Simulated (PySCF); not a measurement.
Predicted microwave data (PySCF, PBE0-D3(BJ)/def2-SVP geometry optimisation, gas phase) for one isomer of C2H7NSi2:

| Quantity | Value |
| --- | --- |
| Rotational constants | A = 12613, B = 929.0, C = 887.9 MHz |
| Dipole components | \|μa\| = 0.19 D, \|μb\| = 1.41 D, \|μc\| = 0.00 D |
| Inertial defect | -14.86 u·Å² |
| κ | -0.99 |

Problem. Which candidate fits, each taken in the one conformer that was computed?
A. `[NH2:1][SiH2:2][C:3]#[C:4][SiH3:5]` with H–N1–Si2–C3 70° and -70°
B. `[N:1]#[C:2][CH2:3][SiH2:4][SiH3:5]` with C2–C3–Si4–Si5 57°

Solution. A. It is N[SiH2]C#C[SiH3], a near-prolate asymmetric top, point group Cs. The candidates at the same level (rigid rotor, commonest isotopes):

```tsv
SMILES	A (MHz)	B (MHz)	C (MHz)	μa (D)	μb (D)	μc (D)	Δ (u·Å²)	point group	rotor
N#CC[SiH2][SiH3]	4290	1813	1391	1.88	2.86	1.19	-33.19	C1	asymmetric top
N[SiH2]C#C[SiH3]	12613	929.0	887.9	0.19	1.41	0.00	-14.86	Cs	near-prolate asymmetric top
```

`N#CC[SiH2][SiH3]` has B 95 % too high. In the right answer the mirror of this Cs structure is the ab plane, so μc vanishes by symmetry. No structure here is proved a minimum.
